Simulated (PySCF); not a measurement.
## Spinor energies of Cl¹⁶⁺ (chlorine, charge +16)

Start: 1s1; 1s1/2 filled at m_j = +1/2. Calculated with PySCF 2.14 in an uncontracted even-tempered set (15 s from 13 bohr⁻², ratio 2.4; 8 p from 18 bohr⁻², ratio 2.4; 3 d from 52 bohr⁻², ratio 2.6; 3 f from 78 bohr⁻², ratio 2.6): generalised Hartree-Fock with the X2C-1e Hamiltonian and a Gaussian nucleus; one run each with spin-orbit coupling (SO) switched off, then screened by Boettger's factors, then bare.

```json
{"spinor shell": "1s1/2", "electrons": "1", "ε, spin-free (eV)": "-3947.3", "ε, screened SO (eV)": "-3947.3", "ε, bare SO (eV)": "-3947.3", "weight of nominal j (screened SO)": "1.000", "rms radius, screened SO (bohr)": "0.101"}
```

```csv
quantity,spin-free,screened SO,bare SO
E (hartree),-145.05987,-145.05987,-145.05987
M_J,1/2,1/2,1/2
⟨J²⟩,0.750,0.750,0.750
⟨L²⟩,0.000,0.000,0.000
⟨S²⟩,0.750,0.750,0.750
```

Without spin-orbit coupling the j labels of p, d and f shells carry no meaning; the spin-free column gives the mean over the occupied spinors of each nl shell.
